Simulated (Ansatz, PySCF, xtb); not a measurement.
Complex: H2O (SMILES O) (first 3 atoms) with CH3Cl (SMILES CCl); geometry from B3LYP-D3(BJ)/def2-TZVP.
(charge 0, multiplicity 1):
```xyz
8

O      0.1454     0.2579     0.1124
H     -0.4369     0.4220     0.8662
H     -0.4169    -0.1374    -0.5612
C      0.8134    -0.9182     3.1537
Cl    -0.8068    -0.1333     3.2639
H      1.1221    -0.8862     2.1136
H      1.4966    -0.3583     3.7842
H      0.7114    -1.9398     3.5059
```

Counterpoise-corrected where a basis set is named; no monomer relaxation.

Programs: Ansatz (a quantum-chemistry and plane-wave program) with Gaussian orbitals; PySCF for the dispersion terms; xtb for the GFN methods. 

Task: What interaction energy does PBE-D3(BJ)/def2-TZVPPD give?

Result: -171 meV

Task: Estimate the interaction energy that GFN-FF returns for this input.

Result: -127 meV

Task: What interaction energy does B3LYP-D3(BJ)/def2-TZVPPD give?

Result: -161 meV
